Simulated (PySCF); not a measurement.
**Spinor energies of Cs(31+) (caesium, charge +31)**

Start: [Ar] 3d6; 3d3/2 filled at m_j = -3/2, -1/2, +1/2, +3/2; 3d5/2 filled at m_j = +3/2, +5/2. Calculated with PySCF 2.14 in an uncontracted even-tempered set (16 s from 5.2 bohr⁻², ratio 2.8; 12 p from 6.8 bohr⁻², ratio 2.8; 8 d from 6.8 bohr⁻², ratio 2.8; 3 f from 25 bohr⁻², ratio 3): generalised Hartree-Fock with the X2C-1e Hamiltonian and a Gaussian nucleus; one run each with spin-orbit coupling (SO) switched off, then screened by Boettger's factors.

| spinor shell | electrons | ε, spin-free (eV) | ε, screened SO (eV) | weight of nominal j (screened SO) | rms radius, screened SO (bohr) |
| --- | --- | --- | --- | --- | --- |
| 1s1/2 | 2 | -37505.2 | -37500.0 | 1.000 | 0.0298 |
| 2s1/2 | 2 | -7083.4 | -7081.3 | 1.000 | 0.121 |
| 2p1/2 | 2 | -6488.7 | -6740.8 | 1.000 | 0.104 |
| 2p3/2 | 4 | -6488.7 | -6374.1 | 1.000 | 0.109 |
| 3s1/2 | 2 | -2398.4 | -2397.8 | 1.000 | 0.305 |
| 3p1/2 | 2 | -2199.9 | -2263.1 | 0.983 | 0.295 |
| 3p3/2 | 4 | -2199.9 | -2170.7 | 0.991 | 0.306 |
| 3d3/2 | 4 | -1953.7 | -1961.0 | 0.847 | 0.271 |
| 3d5/2 | 2 | -1953.7 | -1941.8 | 0.833 | 0.274 |

```tsv
quantity	spin-free	screened SO
E (hartree)	-7166.03022	-7169.26378
M_J	4	4
⟨J²⟩	20.001	20.034
⟨L²⟩	6.000	8.824
⟨S²⟩	6.000	4.432
```

Each row is a mean over spinors that exchange with the open shell spreads, by up to 34.466 eV (3p3/2).

Rows whose weight is well below 1 are mixtures of j = l ± 1/2: exchange outweighs spin-orbit coupling there, and the label is only the starting occupation.

Breit and QED terms are absent; they matter most for the inner s and p1/2 levels.

Densities and radii are taken from the X2C orbitals without a picture-change correction, which distorts them close to the nucleus.

Without spin-orbit coupling the j labels of p, d and f shells carry no meaning; the spin-free column gives the mean over the occupied spinors of each nl shell.
